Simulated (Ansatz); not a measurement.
`[O+]#[C][Ru-4]([C]#[O+])([C]#[O+])[C]#[O+]`. The species carries charge 0 and has multiplicity 1. Ru: def2 effective core potential. All single points use the PBE0-D4/def2-TZVP geometry.

```xyz
9

O    -2.727   -0.995   -0.272
C    -1.757   -0.396   -0.234
Ru    0.007    0.289   -0.068
C    -0.332    0.923    1.728
O    -0.527    1.378    2.748
C     0.356    0.044   -1.954
O     0.561   -0.011   -3.068
C     1.739   -0.333    0.405
O     2.680   -0.899    0.716
```

Question: What is the dipole moment at r2SCAN/def2-TZVPP? (Best estimate.)

Answer: The calculation gave: 1.06 D, with components (0.03, 1.03, -0.24) D in this frame, pointing from negative to positive charge.

Question: And with PBE, B3LYP, ωB97M-V? (Estimate.)

Answer: Computed: PBE 0.94 D, B3LYP 1.02 D, ωB97M-V 1.10 D.

Question: Give the Mulliken charges with r2SCAN, PBE, B3LYP in def2-TZVPP. (An estimate is asked.)

Answer: The calculation gave: 
```json
{"atom": "O1", "r2SCAN": "-0.09", "PBE": "-0.03", "B3LYP": "-0.06"}
{"atom": "C2", "r2SCAN": "0.01", "PBE": "-0.03", "B3LYP": "-0.01"}
{"atom": "Ru3", "r2SCAN": "0.22", "PBE": "0.12", "B3LYP": "0.14"}
{"atom": "C4", "r2SCAN": "0.04", "PBE": "0.00", "B3LYP": "0.03"}
{"atom": "O5", "r2SCAN": "-0.06", "PBE": "0.01", "B3LYP": "-0.03"}
{"atom": "C6", "r2SCAN": "0.04", "PBE": "0.00", "B3LYP": "0.03"}
{"atom": "O7", "r2SCAN": "-0.06", "PBE": "0.01", "B3LYP": "-0.03"}
{"atom": "C8", "r2SCAN": "0.01", "PBE": "-0.03", "B3LYP": "-0.01"}
{"atom": "O9", "r2SCAN": "-0.09", "PBE": "-0.03", "B3LYP": "-0.06"}
```

B3LYP here is the variant with VWN-RPA as its local correlation; programs differ in this.
